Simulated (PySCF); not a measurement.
ClFH₅NSi₂, SMILES N[Si@@H](Cl)[SiH2]F. Atoms are numbered in the order given.

```xyz
10

N     -1.6234    -1.3503    -0.2648
Si    -0.7741     0.1400    -0.2787
Cl    -0.9587     1.3100     1.4711
Si     1.5347    -0.2094    -0.2857
F      2.0172    -1.0458    -1.6043
H     -1.3450    -2.1047     0.3557
H     -2.6236    -1.3766    -0.4425
H     -1.3360     0.9560    -1.3878
H      2.2600     1.0928    -0.2673
H      1.9033    -1.0022     0.9257
```

The structure is a stationary point at r2SCAN-D4/def2-SVP. The structure was generated by enumeration; whether it is a known compound was not checked. Other conformers were not sampled.

Calculation: PySCF with PBE/def2-TZVP.

ESP charges are fitted to the potential on shells at 1.4 to 2.0 van der Waals radii. Atomic charges (e):

| atom | ESP fit | IAO |
|---|---|---|
| N1 | -0.88 | -0.81 |
| Si2 | 0.31 | 0.72 |
| Cl3 | -0.20 | -0.35 |
| Si4 | 0.38 | 0.75 |
| F5 | -0.23 | -0.52 |
| H6 | 0.38 | 0.28 |
| H7 | 0.39 | 0.28 |
| H8 | -0.01 | -0.11 |
| H9 | -0.07 | -0.11 |
| H10 | -0.06 | -0.12 |

Computed Mayer and Wiberg (Löwdin basis) orders of the bonds:
```
bond     Mayer  Wiberg
-------  -----  ------
N1–Si2    1.24    1.62
Si2–Cl3   1.09    1.73
Si2–Si4   0.91    1.08
Si4–F5    1.10    1.73
N1–H6     0.91    0.95
N1–H7     0.91    0.94
Si2–H8    0.92    0.91
Si4–H9    0.92    0.94
Si4–H10   0.91    0.94
```
